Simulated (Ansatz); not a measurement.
```yaml
crystal:
  periodic: [false, false, false]
  atoms:
    - {symbol: K, position_ang: [0.198676, -1.279101, -2.607201]}
    - {symbol: K, position_ang: [-1.966905, 0.330308, 2.120180]}
    - {symbol: S, position_ang: [1.329628, -0.658553, 0.833209]}
    - {symbol: S, position_ang: [0.438600, 1.607347, -0.346188]}
basis:
  gaussian: {orbitals: def2-TZVPP, point_charges: [{charge: 2.00, position_ang: [6.262, 0.763, -0.445]}]}
total_charge: -1
magnetization: {spin_polarized: true, initial_magnetization: 3}
hamiltonian: {xc: {name: rPW86-PBE}, dispersion: rvv10}
scf: {omitted_lower_state_checks: [starts]}
output: {forces: true}
```

```sh
$ ansatz run in.yaml --threads 4 --pin off --events-out ev --progress --plain --max-ram 3916MiB
```

It prints (some lines left out):

```
Functional definition: rPW86-PBE+rVV10
1218 factors; their error is unknown
mean field evaluation 1: about -54361.2293 eV, gradient 1.2e1 eV
mean field evaluation 2: about -54321.8192 eV, gradient 5.7e1 eV
mean field evaluation 4: about -54362.3753 eV, gradient 6.1e0 eV
mean field evaluation 8: about -54362.6905 eV, gradient 4.8e-1 eV
mean field evaluation 16: about -54362.6907 eV, gradient 4.6e-1 eV
mean field evaluation 32: about -54362.6646 eV, gradient 1.7e-6 eV
mean field -54362.66462941 eV, -1997.7910767934 hartree, gradient 1.7e-6 eV, S^2 3.756427; 0 other end points of the search recorded, 0 dependent functions left out
reference -54362.66475146 eV, -1997.7910812785 hartree; 37, 34 occupied and 113, 116 virtual orbitals, 1218 factors
Total energy: -54362.66475146 eV, -1997.7910812785 hartree
Atom 0 at     0.198676    -1.279101    -2.607201 Å, force     0.473080     0.422431     0.628277 eV/Å
Atom 1 at    -1.966905     0.330308     2.120180 Å, force     0.858590     0.050967    -0.614121 eV/Å
Atom 2 at     1.329628    -0.658553     0.833209 Å, force     0.160737    -0.064909    -0.071854 eV/Å
Atom 3 at     0.438600     1.607347    -0.346188 Å, force    -0.189671    -0.160448     0.039881 eV/Å
Dipole moment:    -3.498371    -0.232449     1.378007 e Å
Checks for a lower state left out: starts
```

Hardware: 4 threads of Arm Neoverse V1 on a shared host. Wall time 36 s, peak host memory 0.64 GiB.

The highest occupied level of an anion often lies above zero with these methods, and sets without diffuse functions describe the outer electron poorly.

The dipole of an ion depends on the origin.
